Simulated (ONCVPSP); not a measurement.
Building the ONCV potential for samarium (Sm) (LDA (Perdew-Wang 92), scalar-relativistic).

```json
{"Element": "Sm", "Generator": "ONCVPSP 4.0.1", "Type": "optimised norm-conserving Vanderbilt (ONCV)", "Functional": "LDA (Perdew-Wang 92)", "Relativity": "scalar-relativistic", "Frozen core": "[Kr]", "Valence charge": "26", "Reference configuration": "4d10 4f6 5s2 5p6 5d0.5 6s1.5", "Partial waves": "5s+6s: rc 2.00 bohr, ncon 4, nbas 8, qcut 5.4 1/bohr, 3 projectors, debl 3 Ha; 5p: rc 2.60 bohr, ncon 3, nbas 7, qcut 6.5 1/bohr, 1 projector; 4d+5d: rc 1.20 bohr, ncon 3, nbas 7, qcut 13.8 1/bohr, 2 projectors; 4f: rc 0.90 bohr, ncon 4, nbas 8, qcut 16.3 1/bohr, local", "Local potential": "the f channel", "Core correction": "Teter function fitted to the true core (icmod 2), fcfact 0.7"}
```

**Question.** Does this generation succeed?

**Answer.** No. ONCVPSP 4.0.1 stopped with "sratom123: lschfb convergence ERROR n,l,iter= 4 3 4": the all-electron bound-state solver failed for one shell.
